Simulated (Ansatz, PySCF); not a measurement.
This singlet lies 0.42 eV below the relaxed triplet at the level frozen-core CCSD(T)/cc-pVDZ // PBE0-D3(BJ)/def2-TZVP (Ansatz, a quantum-chemistry and plane-wave program).

Cartesian coordinates (Å):
```xyz
9

Si     1.6595     0.0216     0.2443
Ge     0.2822     0.8663    -1.5787
Si    -1.6430     0.0315    -0.3410
H      1.1373    -1.1669     0.9771
H      1.6369     1.1861     1.1861
H      3.0801    -0.2394    -0.1203
H     -2.9373     0.6779    -0.6954
H     -1.5199     0.0103     1.1444
H     -1.6958    -1.3875    -0.8164
```
Charge 0, spin multiplicity 1.

Problem. What is the computed HOMO–LUMO gap, total energy, dipole moment, LUMO and HOMO (PBE-D3(BJ)/def2-TZVP // PBE0-D3(BJ)/def2-TZVP run with PySCF 2.14.0)?

Solution. 
The HOMO–LUMO gap is 1.50 eV. The total energy comes out as -72353.70 eV, the dipole moment is 0.102 e·Å and the LUMO is -4.23 eV. The HOMO is -5.72 eV.
